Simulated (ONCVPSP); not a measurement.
S: ONCV pseudisation with PBEsol, scalar-relativistic reference atom.

Input for ONCVPSP 4.0.1:

```
# ATOM AND REFERENCE CONFIGURATION
# atsym  z   nc   nv     iexc    psfile
  S 16.00    3    2  -116133      upf
#
#   n    l    f
    1    0    2.00
    2    0    2.00
    2    1    6.00
    3    0    2.00
    3    1    3.50
#
# PSEUDOPOTENTIAL AND OPTIMIZATION
# lmax
    1
#
#   l,   rc,      ep,       ncon, nbas, qcut
    0    1.40    0.00    4    7    4.20
    1    1.15    0.00    4    7    6.40
#
# LOCAL POTENTIAL
# lloc, lpopt,  rc(5),   dvloc0
    4    5    0.90    2.00
#
# VANDERBILT-KLEINMAN-BYLANDER PROJECTORs
# l, nproj, debl
    0    2    3.70
    1    2    2.40
#
# MODEL CORE CHARGE
# icmod, fcfact, rcfact
    2    0.40    0.85
#
# LOG DERIVATIVE ANALYSIS
# epsh1, epsh2, depsh
   -2.00    5.00    0.02
#
# OUTPUT GRID
# rlmax, drl
    6.00    0.01
#
# TEST CONFIGURATIONS
# ncnf
    4
# nvcnf
#   n    l    f
    2
    3    0    2.00
    3    1    4.00
#
    2
    3    0    2.00
    3    1    3.00
#
    2
    3    0    2.00
    3    1    2.00
#
    2
    3    0    2.00
    3    1    0.00
#
```

Command:

```bash
oncvpsp.x < S.dat > S.out
```

The program printed (shortened: citation, most of the input echo, consistency checks and plot data are left out):

```
ONCVPSP  (Optimized Norm-Conservinng Vanderbilt PSeudopotential)
scalar-relativistic version 4.0.1

#   n    l    f        energy (Ha)
    1    0    2.00    -8.8470084E+01
    2    0    2.00    -7.9671478E+00
    2    1    6.00    -5.9491177E+00
    3    0    2.00    -8.1491794E-01
    3    1    3.50    -4.2878640E-01

Reference configufation results
  iterations    23
  all-electron total energy (Ha)   -3.98235125D+02

Begin loop to  construct optimized pseudo wave functions
and semi-local pseudopoentials for all angular momenta

   Wellstate for l =  0  n =  5
     eigenvalue =   2.8851
     asymptotic potential =   3.3851
     half-point radius =  2.8992

Calculating optimized projector #   1

 for l=   0

    Fraction of norm inside rc  0.371251
    Optimizing pswf for qcut=   4.20 a_B^-1,  ecut=   8.83 Ha
    Residual kinetic energy error=  9.04D-03 Ha

    Energy error per electron        Cutoff
         Ha          eV             Ha
         0.01000     0.27211        8.68
         0.00100     0.02721       36.77
         0.00010     0.00272       56.40
         0.00001     0.00027       65.62

Calculating optimized projector #   2

 for l=   0

    Fraction of norm inside rc  0.083246
    Optimizing pswf for qcut=   4.20 a_B^-1,  ecut=   8.83 Ha
    Residual kinetic energy error=  4.21D-02 Ha

    Energy error per electron        Cutoff
         Ha          eV             Ha
         0.01000     0.27211       11.32
         0.00100     0.02721       28.35
         0.00010     0.00272       75.48
         0.00001     0.00027       93.81

   Wellstate for l =  1  n =  5
     eigenvalue =   1.9712
     asymptotic potential =   2.4712
     half-point radius =  3.6322

Calculating optimized projector #   1

 for l=   1

    Fraction of norm inside rc  0.132416
    Optimizing pswf for qcut=   6.39 a_B^-1,  ecut=  20.42 Ha
    Residual kinetic energy error=  3.61D-03 Ha

    Energy error per electron        Cutoff
         Ha          eV             Ha
         0.01000     0.27211        4.57
         0.00100     0.02721       83.19
         0.00010     0.00272      110.49
         0.00001     0.00027      155.06

Calculating optimized projector #   2

 for l=   1

    Fraction of norm inside rc  0.069060
    Optimizing pswf for qcut=   6.39 a_B^-1,  ecut=  20.42 Ha
    Residual kinetic energy error=  3.67D-02 Ha

    Energy error per electron        Cutoff
         Ha          eV             Ha
         0.01000     0.27211       35.99
         0.00100     0.02721      129.94
         0.00010     0.00272      157.15
         0.00001     0.00027      210.32

Construct Vanderbilt / Kleinmman-Bylander projectors

B matrix Hermiticity error, ll=   0
   1   2   -2.3396E-04

  Orthonormal projector coefficients  1.0257E+01  1.4572E+00

B matrix Hermiticity error, ll=   1
   1   2   -9.6106E-05

  Orthonormal projector coefficients -2.4447E+01  3.2884E+00

Model core correction analysis
  based on d2Exc/dn_idn_j

d2excae - all-electron derivatives

   -3.731834D-02   -3.141656D-02
   -3.141771D-02   -2.957543D-02

d2excps - pseudofunction derivatives with no core correction

   -4.007608D-02   -3.339573D-02
   -3.339734D-02   -3.094098D-02

rms 2nd derivative error    2.080016E-03

amplitude prefactor, scale prefactor
   14.8625    1.1200

d2excps - pseudofunction derivatives with core correction

   -3.777855D-02   -3.179918D-02
   -3.180064D-02   -2.980665D-02

rms 2nd derivative error    3.735891E-04

Pseudoatom total energy   -9.931870

Diagnostic tests using Vanderbilt-Kleinman-Bylander pseudopotentials
  1 or more projectors used as specified by nproj input data

   l    rcore       rmatch      e in        delta e   norm test  slope test

   0   1.4055085   1.4481828  -0.8149179  -0.0000057   1.0000373   1.0001189
   0   1.4055085   1.4481828   2.8850821   0.0000014   1.0003425   1.0003425

   1   1.1537192   1.1887486  -0.4287864   0.0000111   1.0000596   1.0000483
run_diag: lschvkbbe ERROR   2   2   1  60  1.97121360E+00  1.72409224E+00
   1   1.1537192   1.1887486   1.9712136  -0.2471214   0.2050330   0.2616885

 Testing for bound ghosts
   n   l    E NL Schr. Eq   E Basis Diag.   E Cutoff

   1   0       -0.814924       -0.808138     94.46

       1                       -3.591996    164.92  WARNING - GHOST(-)
   2   1       -0.428775       -0.348713    164.92

 Testing for highly-localized positive-energy ghosts
       l    <radius>/rc     E Basis Diag.   E Cutoff

       0        0.482259        6.307529     94.46  WARNING - GHOST(+)

Test configuration 0

   n   l     f        eae           eps        diff
   1   0  2.0000  -88.47008385
   2   0  2.0000   -7.96714782
   2   1  6.0000   -5.94911772
   3   0  2.0000   -0.81491794   -0.81492364   -5.70D-06
   3   1  3.5000   -0.42878640   -0.42877530    1.11D-05

    Total energies and differences
      AE_ref= -3.98235125D+02  AE_tst= -3.98235125D+02  dif=  0.00D+00
      PS_ref= -9.93187019D+00  PS_tst= -9.93187019D+00  dif= -3.55D-15
      PSP excitation error=  3.55D-15

Test configuration 1

   n   l     f        eae           eps        diff
   1   0  2.0000  -88.26247830
   2   0  2.0000   -7.76298304
   2   1  6.0000   -5.74458307
   3   0  2.0000   -0.63187900   -0.63189159   -1.26D-05
   3   1  4.0000   -0.25645142   -0.25645071    7.05D-07

    Total energies and differences
      AE_ref= -3.98235125D+02  AE_tst= -3.98405760D+02  dif= -1.71D-01
      PS_ref= -9.93187019D+00  PS_tst= -1.01025171D+01  dif= -1.71D-01
      PSP excitation error=  1.13D-05

Test configuration 2

   n   l     f        eae           eps        diff
   1   0  2.0000  -88.70235913
   2   0  2.0000   -8.19387787
   2   1  6.0000   -6.17642025
   3   0  2.0000   -1.01275304   -1.01270614    4.69D-05
   3   1  3.0000   -0.61576760   -0.61569483    7.28D-05

    Total energies and differences
      AE_ref= -3.98235125D+02  AE_tst= -3.97974570D+02  dif=  2.61D-01
      PS_ref= -9.93187019D+00  PS_tst= -9.67131506D+00  dif=  2.61D-01
      PSP excitation error= -1.90D-07

Test configuration 3

   n   l     f        eae           eps        diff
   1   0  2.0000  -89.23418351
   2   0  2.0000   -8.70741313
   2   1  6.0000   -6.69178407
   3   0  2.0000   -1.44498303   -1.44453813    4.45D-04
   3   1  2.0000   -1.02662573   -1.02609287    5.33D-04

    Total energies and differences
      AE_ref= -3.98235125D+02  AE_tst= -3.97157223D+02  dif=  1.08D+00
      PS_ref= -9.93187019D+00  PS_tst= -8.85416790D+00  dif=  1.08D+00
      PSP excitation error=  2.00D-04

Test configuration 4

   n   l     f        eae           eps        diff
   1   0  2.0000  -90.54215536
   2   0  2.0000   -9.94498981
   2   1  6.0000   -7.93620840
   3   0  2.0000   -2.42003921   -2.41581069    4.23D-03

    Total energies and differences
      AE_ref= -3.98235125D+02  AE_tst= -3.94189389D+02  dif=  4.05D+00
      PS_ref= -9.93187019D+00  PS_tst= -5.89050654D+00  dif=  4.04D+00
      PSP excitation error=  4.37D-03
```

Note: ghosts flagged at negative energy: p at -97.7 eV; GHOST(+) flagged for s at 171.6 eV. A true bound ghost makes a file unfit for plane-wave use.

The run took about 3.8 s on one core of a shared server CPU.
